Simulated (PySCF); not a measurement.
**Energy of Sc²⁺ (scandium, charge +2) between two integer charges**

The 3d alpha orbital of [Ar] 3d1 is emptied in steps (occupation f), with all orbitals relaxed, ending at [Ar]. Computed with PySCF 2.14 in aug-pcseg-2, with no relativity, point nucleus. The exact energy is a straight line in f; departures are measured from the line between the end points of the same method.

| f | BHandHLYP (eV) | wB97X (eV) | r2SCAN0 (eV) |
| --- | --- | --- | --- |
| 1 | 0.000 | 0.000 | 0.000 |
| 0.75 | -0.572 | -0.438 | -0.855 |
| 0.5 | -0.765 | -0.593 | -1.141 |
| 0.25 | -0.577 | -0.451 | -0.855 |
| 0 | 0.000 | 0.000 | 0.000 |

Q: For r2SCAN0, how does the orbital energy at f = 1 compare with the removal energy?

A: −ε = 20.635 eV against a total-energy difference of 25.183 eV. By Janak's theorem ε = ∂E/∂f, so the gap between them reflects the curvature. Along the path −ε is 22.897 (f = 0.75), 25.182 (f = 0.5), 27.473 (f = 0.25) eV.

| method | E(f=0) − E(f=1) (eV) | −ε at f=1 (eV) | −ε at f=0.5 (eV) |
| --- | --- | --- | --- |
| BHandHLYP | 25.172 | 22.138 | 25.159 |
| wB97X | 25.015 | 22.718 | 24.980 |
| r2SCAN0 | 25.183 | 20.635 | 25.182 |

Reference removal energy between the ground levels: 24.757 eV (measured; NIST Atomic Spectra Database, ionization energies). The calculation has no spin-orbit coupling.
